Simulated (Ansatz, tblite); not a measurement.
Cost and result up the ladder for TeMe2 (C2H6Te) (9 atoms). Charge 0, multiplicity 1. Geometry: PBE-D4/def2-TZVP.

```xyz
9

Te    0.817    0.597    1.051
C     0.478    1.112   -1.019
H    -0.583    1.334   -1.174
H     0.804    0.288   -1.662
H     1.077    2.006   -1.230
C    -0.490   -1.122    1.003
H    -0.116   -1.849    0.274
H    -1.508   -0.804    0.751
H    -0.479   -1.563    2.006
```

Ansatz on 4 threads of Intel Xeon on a shared host; xTB runs through tblite on one thread. Times are rough, summed over both states, and most runs start from the orbitals of an earlier one. PBE0-D4/def2-TZVP serves as the yardstick here, not as an exact answer. The other state is a doublet.

In the def2 sets Te takes a core potential; there is no spin–orbit coupling. The xTB rows come from tblite.

Raw xTB energies of ions are shifted by several eV.

| level | functions | wall time | vertical IE (eV) | difference from PBE0-D4/def2-TZVP (eV) |
| --- | --- | --- | --- | --- |
| GFN2-xTB | 23 | 0.013 s | 12.91 | 5.13 |
| GFN1-xTB | 29 | 0.018 s | 13.78 | 6.00 |
| PBE-D4/def2-TZVP (with forces) | 148 | 5.8 s | 7.74 | -0.05 |
| PBE0-D4/def2-TZVP | 148 | 6.8 s | 7.78 | 0.00 |
| r2SCAN-D4/def2-TZVP | 148 | 8.5 s | 7.72 | -0.07 |
